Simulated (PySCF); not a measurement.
# Working out the ionisation energy of Co²⁺

Co²⁺ [Ar] 3d7 (4F) → Co³⁺ [Ar] 3d6 (5D). Calculation: PySCF 2.14, in x2c-TZVPall; the spin-free X2C one-electron Hamiltonian (Gaussian nucleus). Frozen: [Ar]. Energies in hartree (1 hartree = 27.21139 eV):

```json
{"part": "UHF", "Co²⁺ (lower)": "-1391.042808", "Co³⁺ (upper)": "-1389.897201"}
{"part": "MP2 opposite-spin", "Co²⁺ (lower)": "-0.082250", "Co³⁺ (upper)": "-0.036920"}
{"part": "MP2 same-spin", "Co²⁺ (lower)": "-0.063109", "Co³⁺ (upper)": "-0.051834"}
```

Question: What does Hartree-Fock give?

Answer: (-1389.897201) − (-1391.042808) = 1.145607 hartree = 31.174 eV.

Question: What do MP2 and SCS-MP2 (6/5 opposite-spin, 1/3 same-spin) give?

Answer: The opposite-spin parts differ by 1.233 eV and the same-spin parts by 0.307 eV. MP2: 31.174 + (1.233) + (0.307) = 32.714 eV. SCS-MP2: 31.174 + 1.2 × (1.233) + (0.307)/3 = 32.756 eV.

Reference: 33.5 ± 0.06 eV (semi-empirical (NIST evaluation); NIST Atomic Spectra Database, ionization energies), between the lowest levels; spin-orbit coupling is absent from the calculation.

What remains against the reference includes basis incompleteness, the frozen core and correlation beyond second order.
